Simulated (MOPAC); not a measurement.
Diatomic LiS+, multiplicity 3 (lowest of 2S+1 = 1, 3, 5 at CCSD(T)/def2-TZVPP on PBE0 minima; our sources give no spin for the ground state, which may be another).

Constants: fifth-degree fit in 1/R to seven points, most abundant isotopes. Runs in def2 and cc sets follow the lowest solution found near the PBE0 minimum.

The state that PM7 reach isn't checked; PM7 holds dispersion and hydrogen-bond terms.

Codes used: MOPAC for PM7 (differences of heats of formation). Values without a source in brackets are computed.

Energies at PM7:

| R (Å) | E (hartree) |
|---|---|
| 2.281152 | 0.32330941 |
| 2.342474 | 0.32306154 |
| 2.398889 | 0.32305334 |
| 2.462663 | 0.32325169 |
| 2.526438 | 0.32362735 |
| 2.600023 | 0.32423087 |
| 2.685873 | 0.32510222 |

### Question
With a reduced mass of 5.7535 u, find the minimum, the force constant and the constants.

### Answer
A fifth-degree polynomial in 1/R puts the minimum at r_e = 2.3727 Å with force constant 26.0 N/m. Then ω_e = (1/2πc)√(k/μ) = 277 cm⁻¹ and B_e = h/(8π²cμr_e²) = 0.5205 cm⁻¹; the cubic and quartic terms give α_e = 0.0095 and ω_e x_e = 4.0 cm⁻¹.
